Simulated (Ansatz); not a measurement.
CH₆S₂Sn (`CS[S][SnH3]`) at its PBE0-D4/def2-TZVP geometry, where that method's forces vanish. The species carries charge 0 and has multiplicity 1. Sn takes the def2 core potential.

```xyz
10

C    -2.0140    0.0966   -0.0192
S    -0.9432   -0.7471   -1.1953
S     0.4122   -1.6775    0.0381
Sn    2.0583    0.0903    0.1291
H    -1.4601    0.8449    0.5481
H    -2.7841    0.5938   -0.6140
H    -2.4831   -0.6183    0.6558
H     2.7051    0.2906   -1.4332
H     1.2533    1.5055    0.6382
H     3.2557   -0.3789    1.2524
```

Problem. What forces (eV/Å) does ωB97M-V/def2-TZVPP give on these atoms in the Gaussian-basis code of Ansatz? (Estimate.)

Solution. The calculation gave: 
```
C1  -0.084  0.066  0.105
S2  -0.030  0.047 -0.209
S3   0.138 -0.036  0.142
Sn4  0.018  0.041 -0.008
H5  -0.051 -0.062 -0.035
H6   0.064 -0.040  0.067
H7   0.040  0.068 -0.050
H8  -0.047 -0.017  0.110
H9   0.050 -0.099 -0.036
H10 -0.097  0.030 -0.087
```
